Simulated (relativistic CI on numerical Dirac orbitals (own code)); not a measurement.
# d2 in a ligand field

Computed with a parametric ligand-field model of a d^n configuration (Racah B and C, spin-orbit zeta, crystal field), exact diagonalisation.

Field parameters in Wybourne normalisation: Oh B⁴₀ = 21Dq, B⁴₄ = √(5/14) B⁴₀; Td as Oh with Dq negative (B⁴₀ = 21Dq, B⁴₄ = √(5/14) B⁴₀). The field is a parameter set, without covalency.

(1) Lowest levels for B = 300, C = 1180, ζ = 110 cm⁻¹, Td, 10Dq = -10900 cm⁻¹?

(2) Lowest levels for B = 960, C = 4020, ζ = 730 cm⁻¹, Td, 10Dq = -2650 cm⁻¹?

(3) Lowest levels for B = 660, C = 3160, ζ = 2000 cm⁻¹, Oh, 10Dq = 33000 cm⁻¹?

(4) Lowest levels for B = 300, C = 1500, ζ = 510 cm⁻¹, Oh, 10Dq = 35300 cm⁻¹?

(5) Lowest levels for B = 590, C = 2130, ζ = 800 cm⁻¹, Oh, 10Dq = 27000 cm⁻¹?

## Answers

(1) T2 0 (S 1.00), E 4709 (S 0.00), A1 8738 (S 0.00), A2 10848 (S 1.00), T2 10874 (S 1.00), E 10928 (S 1.00), T1 10928 (S 1.00), T1 14123 (S 1.00), A1 14123 (S 1.00) cm⁻¹, with S from ⟨S²⟩ = S(S + 1). The ground level has 2.00 electrons in the cubic e pair.

(2) T2 0 (S 1.00), E 2432 (S 0.99), A2 2718 (S 1.00), T2 2957 (S 1.00), T1 3069 (S 1.00), T2 4847 (S 1.00), E 5263 (S 1.00), T1 5822 (S 1.00), A1 6162 (S 1.00) cm⁻¹, with S from ⟨S²⟩ = S(S + 1). The ground level has 1.86 electrons in the cubic e pair.

(3) E 0 (S 0.99), T2 144 (S 0.99), T1 2775 (S 1.00), A1 3727 (S 0.99), T2 12105 (S 0.06), E 12364 (S 0.05), A1 25892 (S 0.08), A2 32176 (S 1.00), T2 32735 (S 0.99) cm⁻¹, with S from ⟨S²⟩ = S(S + 1). The ground level has 0.03 electrons in the cubic e pair.

(4) E 0 (S 1.00), T2 7 (S 1.00), T1 596 (S 1.00), A1 835 (S 1.00), T2 5191 (S 0.01), E 5213 (S 0.01), A1 12055 (S 0.01), A2 34558 (S 1.00), T2 34676 (S 1.00) cm⁻¹, with S from ⟨S²⟩ = S(S + 1). The ground level has 0.00 electrons in the cubic e pair.

(5) E 0 (S 1.00), T2 34 (S 1.00), T1 1045 (S 1.00), A1 1482 (S 1.00), T2 8594 (S 0.02), E 8714 (S 0.02), A1 19206 (S 0.02), A2 25812 (S 1.00), T2 26026 (S 1.00) cm⁻¹, with S from ⟨S²⟩ = S(S + 1). The ground level has 0.02 electrons in the cubic e pair.
